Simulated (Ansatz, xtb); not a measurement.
## Ranking isomers of ClFH3NOSi

3 gas-phase structures of ClFH3NOSi, found in a search over its isomers (lower ones may exist). Each was relaxed with GFN2-xTB; where two conformers were screened, the lower at r2SCAN-D4/def2-SVP is listed:

A. `N[Si@](O)(F)Cl`, a singlet
B. `NO[Si@H](F)Cl`, a singlet
C. `[NH3+][Si@-](=O)(F)Cl`, a singlet

Problem. Make a reasoned guess at their ranking by r2SCAN-D4/def2-SVP single-point energy.

Solution. Calculated order at r2SCAN-D4/def2-SVP: A (0.0), C (26.5), B (74.7) kcal/mol.

Energies above the lowest of each column, in kcal/mol; the last columns are at B3LYP-D3(BJ)/def2-SVP geometries:

```tsv
structure	GFN2-xTB	HF/STO-3G	r2SCAN-D4/def2-SVP	B3LYP-D3(BJ)/def2-SVP	CCSD(T)/def2-SVP + ΔMP2/def2-TZVPP
A	0.0	0.0	0.0	0.0	0.0
C	9.8	67.1	26.5	27.5	28.1
B	47.8	41.5	74.7	68.4	74.4
```

Every level run on A puts it lowest or level with the lowest. Flexible structures stand in one conformer each, not always the lowest. The ΔMP2 step shifts differences by up to 5.3 kcal/mol, which makes them less sure. ΔMP2 is the change of the MP2 energy from the smaller to the larger basis.

Programs: Ansatz 0.2.0, xtb 6.7.1.
